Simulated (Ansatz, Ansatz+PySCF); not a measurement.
| atom | x (Å) | y (Å) | z (Å) |
| --- | --- | --- | --- |
| O | 0.0000 | 0.0000 | -1.8040 |
| Al | 0.0000 | 0.0000 | 0.0000 |
| O | 0.0000 | 0.0000 | 1.8040 |

Basis set: def2-SVP (spherical functions). Correlated methods keep 7 orbitals frozen. Correlation on ROHF uses semicanonical orbitals with singles. Charge 0, multiplicity 2.

Computed with Ansatz (development build ahead of 0.2.0); each method stands on the lowest determinant of its kind that the runs found.

Question: Give the atomization energy at this shape (free ground-state atoms in the same class of orbitals less the molecule, no zero-point energy) of doublet AlO2 by ROHF-MP2, UHF-MP2, ROHF-CCSD(T), UHF-CCSD(T), ROHF, UHF.

Answer:

```tsv
method	atomization energy
ROHF-MP2	8.10 eV
UHF-MP2	6.71 eV
ROHF-CCSD(T)	7.45 eV
UHF-CCSD(T)	7.43 eV
ROHF	3.41 eV
UHF	3.55 eV
```

Caution: the determinant may break the point group; the shape is not the minimum. Caution for UHF-MP2, UHF-CCSD(T), UHF: the unrestricted determinant is spin contaminated. Caution for ROHF-CCSD(T), UHF-CCSD(T): another reference gives a lower total.
